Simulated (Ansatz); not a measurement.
Basis sets compared for [Ga(OMe)H3]- (CH₆GaO⁻). Charge -1, multiplicity 1. Geometry PBE0-D4/def2-TZVPD. Ansatz on 4 threads of Arm Neoverse V2 on a shared host; times are rough, and most runs start from earlier orbitals.

```xyz
9

Ga    0.4718   -0.2590   -1.3019
O     0.6180    0.6071    0.3770
C    -0.3675    0.3299    1.2935
H    -0.4529   -0.7496    1.5343
H    -1.3777    0.6485    0.9634
H    -0.1709    0.8503    2.2490
H     1.7561    0.2153   -2.1503
H    -0.9355    0.2134   -1.9620
H     0.4585   -1.8558   -1.0029
```

| level | functions | energy (Eh) | HOMO (eV) | LUMO (eV) | wall time |
| --- | --- | --- | --- | --- | --- |
| PBE-D4/def2-SVPD | 129 | -2041.0707 | -0.46 | 3.64 | 1 s |
| PBE0-D4/def2-SVPD | 129 | -2041.1203 | -1.86 | 4.11 | 1.2 s |

(1) Estimate the rows for PBE-D4/def2-TZVPD, PBE0-D4/def2-TZVPD (with forces).

## Answers

(1) 
```json
{"level": "PBE-D4/def2-TZVPD", "functions": "185", "energy (Eh)": "-2041.4452", "HOMO (eV)": "-0.48", "LUMO (eV)": "3.41", "wall time": "1.4 s"}
{"level": "PBE0-D4/def2-TZVPD (with forces)", "functions": "185", "energy (Eh)": "-2041.4929", "HOMO (eV)": "-1.87", "LUMO (eV)": "3.91", "wall time": "2.6 s"}
```
